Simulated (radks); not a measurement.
Charge is removed step by step from the 6s down level of Ho, starting from [Xe] 4f11 6s(up 1, down 1). All-electron calculation, scalar-relativistic Kohn-Sham, r2SCAN, spin-polarised, spherical densities, finite nucleus; open shells are filled with parallel spins first (spin-orbit coupling, left out, can overturn this in heavy ions); meta-GGA in the generalised Kohn-Sham scheme; Fermi nuclear charge, rms radius 5.2022 fm. Program: a radial shooting solver on a logarithmic mesh with Libxc functionals.

| removed (e) | E - E(0) (eV) | eigenvalue (eV) | E minus straight line (eV) |
|---|---|---|---|
| 0 | 0.000 | -3.821 | 0.000 |
| 0.1 | 0.403 | -4.237 | -0.179 |
| 0.2 | 0.847 | -4.652 | -0.316 |
| 0.3 | 1.332 | -5.064 | -0.412 |
| 0.4 | 1.859 | -5.470 | -0.467 |
| 0.5 | 2.425 | -5.866 | -0.482 |
| 0.6 | 3.031 | -6.248 | -0.458 |
| 0.7 | 3.674 | -6.610 | -0.397 |
| 0.8 | 4.352 | -6.964 | -0.300 |
| 0.9 | 5.066 | -7.321 | -0.168 |
| 1 | 5.816 | -7.670 | 0.000 |

Removing the whole electron costs 5.816 eV by Delta-SCF, against 3.821 eV from minus the eigenvalue at the starting occupation. Slater's transition state (half an electron removed) gives 5.866 eV. Integrating minus the eigenvalue over the occupation (Janak's theorem) gives 5.818 eV. In this scalar-relativistic scheme the density is built from large components alone, so the theorem holds only approximately. The mean slope of the eigenvalue, de/dn, is 3.85 eV per electron. Ionisation energy of Ho in the NIST Atomic Spectra Database: 6.022 eV (measured).
